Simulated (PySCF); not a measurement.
## Running PySCF for CdH⁺

File input.py (PySCF 2.14):

```python
from pyscf import gto, dft, tdscf

mol = gto.M(
    atom='Cd 0 0 0; H 0 0 1.82',
    basis='ano-rcc-vdzp',
    charge=1,
    spin=0,
    symmetry=True,
    verbose=4,
)
mf = dft.RKS(mol, xc='tpss')
mf = mf.sfx2c1e()
mf.kernel()
td = tdscf.TDA(mf)
td.nstates = 5
td.kernel()
td.analyze()
mf.dip_moment()
print('orbital energies (hartree):', mf.mo_energy[..., max(0, mol.nelec[1]-3):mol.nelec[0]+3].round(4))
```

```bash
$ OMP_NUM_THREADS=1 python input.py
```

It prints (some set-up lines and the per-cycle HOMO/LUMO lines with their warnings removed):

```
PySCF version 2.14.0

[INPUT] Symbol           X                Y                Z      unit          X                Y                Z       unit  Magmom
[INPUT]  1 Cd     0.000000000000   0.000000000000   0.000000000000 AA    0.000000000000   0.000000000000   0.000000000000 Bohr   0.0
[INPUT]  2 H      0.000000000000   0.000000000000   1.820000000000 AA    0.000000000000   0.000000000000   3.439301546708 Bohr   0.0

nuclear repulsion = 13.9563220462418
point group symmetry = Coov
symmetry origin: [0.         0.         0.07018983]
symmetry axis x: [1. 0. 0.]
symmetry axis y: [0. 1. 0.]
symmetry axis z: [0. 0. 1.]
num. orbitals of irrep A1 = 18
num. orbitals of irrep E1x = 10
num. orbitals of irrep E1y = 10
num. orbitals of irrep E2x = 4
num. orbitals of irrep E2y = 4
num. orbitals of irrep E3x = 1
num. orbitals of irrep E3y = 1
number of shells = 6
number of NR pGTOs = 205
number of NR cGTOs = 48
basis = ano-rcc-vdzp
ecp = {}

******** <class 'pyscf.x2c.sfx2c1e.sfX2C1eSymAdaptedRKS'> ********
method = sfX2C1eSymAdaptedRKS
initial guess = minao
damping factor = 0
level_shift factor = 0
DIIS = <class 'pyscf.scf.diis.CDIIS'>
SCF conv_tol = 1e-09
SCF max_cycles = 50
XC functionals = tpss

grids dens level: 3

******** <class 'pyscf.x2c.sfx2c1e.SpinFreeX2CHelper'> ********
approx = 1e
xuncontract = 1
Freeze 0 electrons in irreps []
    48 free electrons in irreps A1 E1x E1y E2x E2y E3x E3y
Initial guess from minao.
tot grids = 32200
init E= -5594.20570158396
cycle= 1 E= -5593.90623804611  delta_E= 0.299  |g|= 0.409  |ddm|= 1.85
cycle= 2 E= -5593.79194469344  delta_E= 0.114  |g|= 0.761  |ddm|= 1.22
cycle= 3 E= -5593.93925448475  delta_E= -0.147  |g|= 0.107  |ddm|= 0.983
cycle= 4 E= -5593.94282031327  delta_E= -0.00357  |g|= 0.0138  |ddm|= 0.161
cycle= 5 E= -5593.94282219407  delta_E= -1.88e-06  |g|= 0.00865  |ddm|= 0.0329
cycle= 6 E= -5593.94286163752  delta_E= -3.94e-05  |g|= 0.00125  |ddm|= 0.0212
cycle= 7 E= -5593.94286267445  delta_E= -1.04e-06  |g|= 0.000166  |ddm|= 0.00334
cycle= 8 E= -5593.94286268709  delta_E= -1.26e-08  |g|= 8.65e-06  |ddm|= 0.000275
cycle= 9 E= -5593.94286268714  delta_E= -5e-11  |g|= 1.64e-07  |ddm|= 2.24e-05
Extra cycle  E= -5593.94286268713  delta_E= 2.73e-12  |g|= 6.94e-08  |ddm|= 1.99e-07
converged SCF energy = -5593.94286268713

******** <class 'pyscf.tdscf.rks.TDA'> for <class 'pyscf.x2c.sfx2c1e.sfX2C1eSymAdaptedRKS'> ********
nstates = 5 singlet
deg_eia_thresh = 1.000e-03
wfnsym = None
conv_tol = 1e-05
eigh lindep = 1e-12
eigh level_shift = 0
eigh max_cycle = 100

Excitation energies (eV)
[6.13336797 8.16756912 8.16756912 9.51898396 9.51898405]

** Singlet excitation energies and oscillator strengths **
Excited State   1:   A1      6.13337 eV    202.15 nm  f=0.4774
      19 -> 25        0.15112
      24 -> 25       -0.67091
      24 -> 28        0.13120
Excited State   2:  E1x      8.16757 eV    151.80 nm  f=0.4493
      24 -> 26       -0.69883
Excited State   3:  E1y      8.16757 eV    151.80 nm  f=0.4493
      24 -> 27       -0.69883
Excited State   4:  E2y      9.51898 eV    130.25 nm  f=0.0000
      23 -> 25       -0.70701
Excited State   5:  ???      9.51898 eV    130.25 nm  f=0.0000
      22 -> 25        0.70701

** Transition electric dipole moments (AU) **
state          X           Y           Z        Dip. S.      Osc.
  1         0.0000      0.0000      1.7825      3.1773      0.4774
  2        -1.4985      0.0000     -0.0000      2.2456      0.4493
  3        -0.0000     -1.4985      0.0000      2.2456      0.4493
  4         0.0000      0.0000     -0.0000      0.0000      0.0000
  5        -0.0000     -0.0000     -0.0000      0.0000      0.0000

** Transition velocity dipole moments (imaginary part, AU) **
state          X           Y           Z        Dip. S.      Osc.
  1         0.0000     -0.0000      0.0540      0.0029      0.0086
  2        -0.2158      0.0000     -0.0000      0.0465      0.1034
  3        -0.0000     -0.2158      0.0000      0.0465      0.1034
  4        -0.0000      0.0000     -0.0000      0.0000      0.0000
  5        -0.0000     -0.0000     -0.0000      0.0000      0.0000

** Transition magnetic dipole moments (imaginary part, AU) **
state          X           Y           Z
  1         0.0000     -0.0000     -0.0000
  2         0.0000      0.5146     -0.0000
  3        -0.5146     -0.0000     -0.0000
  4         0.0000      0.0000     -0.0000
  5        -0.0000     -0.0000      0.0000
Dipole moment(X, Y, Z, Debye): -0.00000, -0.00000, -1.27790
orbital energies (hartree): [-0.7383 -0.7383 -0.5317 -0.39   -0.2575 -0.2575]
```

In short: E(SCF) = -5593.942863 Eh, 9 cycles, first singlet excitations without spin–orbit coupling 6.13, 8.17, 8.17, 9.52, 9.52 eV.

Hardware: Intel Xeon Platinum 8488C, 1 thread, shared host. Wall time 14 s, peak memory 0.26 GiB.

With symmetry on the solver can miss roots, and labels of degenerate states are those of a subgroup. Stability towards an unrestricted solution was not tested. The bond length is a typed value, not an optimised one. The dipole of an ion depends on the origin.
